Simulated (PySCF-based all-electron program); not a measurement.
# CsClO, singlet: all-electron forces

All-electron Kohn–Sham DFT on the free molecule, computed near the basis limit with an in-house program on PySCF integrals; Koelling–Harmon scalar relativity, no spin–orbit coupling, spin-restricted. Forces are good to about 0.007 eV/Å. Atoms are numbered as listed.

Shape A:

```
atom   x (Å)   y (Å)   z (Å)
  Cs  0.0000  0.0000  0.0000
   O  0.0000  0.0000  2.7500
  Cl  1.4701  0.0000  3.5317
```

PBE forces:

| atom | Fx | Fy | Fz (eV/Å) |
| --- | --- | --- | --- |
| Cs1 | 0.094 | 0.000 | 0.954 |
| O2 | -0.482 | 0.000 | -0.985 |
| Cl3 | 0.389 | 0.000 | 0.031 |

Shape B:

| atom | x (Å) | y (Å) | z (Å) |
| --- | --- | --- | --- |
| Cs | 0.0000 | 0.0000 | 0.0000 |
| O | 0.0000 | 0.0000 | 2.2500 |
| Cl | 1.4701 | 0.0000 | 3.0317 |

Against shape A, Cs1–O2 goes from 2.750 to 2.250 Å, Cs1–Cl3 goes from 3.825 to 3.369 Å.

(1) What forces does PBE give in shape B?

Shape C:

```xyz
3

Cs    0.0000    0.0000    0.0000
O     0.0000    0.0000    2.1250
Cl    1.4701    0.0000    2.9067
```

Against shape A, Cs1–O2 goes from 2.750 to 2.125 Å, Cs1–Cl3 goes from 3.825 to 3.257 Å.

(2) What forces does PBE give in shape C?

Results:

(1) 

```json
{"atom": "Cs1", "Fx": "0.001", "Fy": "0.000", "Fz (eV/Å)": "-1.945"}
{"atom": "O2", "Fx": "-0.362", "Fy": "0.000", "Fz (eV/Å)": "1.756"}
{"atom": "Cl3", "Fx": "0.360", "Fy": "0.000", "Fz (eV/Å)": "0.189"}
```

(2) 

```csv
atom,Fx,Fy,Fz (eV/Å)
Cs1,-0.073,0.001,-3.828
O2,-0.353,-0.001,3.497
Cl3,0.425,0.000,0.330
```
